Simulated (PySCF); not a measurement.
**Excitation energy of Ge⁺ by level of theory**

Ge⁺ [Ar] 3d10 4s2 4p1 (2P) → Ge⁺ [Ar] 3d10 4s2 5s1 (2S), as a difference of total energies. All numbers are calculated (PySCF 2.14, a scalar-relativistic core potential, in aug-cc-pVQZ-PP with ECP10MDF (7s6p5d3f2g, 89 functions)). Correlated levels: valence: 3s2 3p6 3d10 frozen. The calculations carry no spin-orbit coupling.

```
           method  excitation energy (eV)  error (eV)
              UHF                   7.427      -0.164
    MP2 (valence)                   7.467      -0.124
SCS-MP2 (valence)                   7.487      -0.104
   CCSD (valence)                   7.498      -0.093
CCSD(T) (valence)                   7.496      -0.095
```

Reference: 7.591 eV (measured; NIST levels, between the centres of gravity of the two terms).

Errors of the correlated levels include the incompleteness of this basis and the frozen core.
